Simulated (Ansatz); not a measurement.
C2H5BClFSi can be A, `F[C@@H]1B[Si@H](Cl)C1`, or B, `FC1([SiH3])CB1Cl`.

Isolated molecules relaxed with PBE0-D4/def2-TZVP in Ansatz; ΔE leaves out vibrations. CCSD(T)/CBS is the MP2 limit (def2-TZVPP, def2-QZVPP) plus CCSD(T) − MP2 in def2-TZVPP, frozen cores. Functionals use def2-TZVPP. B3LYP here is the variant with VWN-RPA as its local correlation; programs differ in this.

Task: Which is lower in electronic energy at CCSD(T)/CBS, and by how much? (An estimate is asked.)

Result: Ansatz gave: A, by 61.4 kJ/mol.

Task: Give E(B) − E(A) in kJ/mol with B3LYP, MP2/def2-TZVPP, PBE-D4, B2PLYP, PBE0-D4, ωB97M-V, r2SCAN-D4. (Estimate.)

Result: The calculation gave: B3LYP 43.7, MP2/def2-TZVPP 58.6, PBE-D4 60.1, B2PLYP 49.4, PBE0-D4 64.2, ωB97M-V 57.0, r2SCAN-D4 57.2. None reverses the order clearly.

Largest T1 diagnostic: 0.013.

From PBE to PBE0 (25 % exact exchange), in def2-TZVPP and without D4, E(B) − E(A) moves by +4.3 kJ/mol. In def2-TZVPP, CCSD(T) changes the Hartree–Fock value by +16.0 kJ/mol (the triples alone add +2.2 kJ/mol) and MP2 by +18.4 kJ/mol.
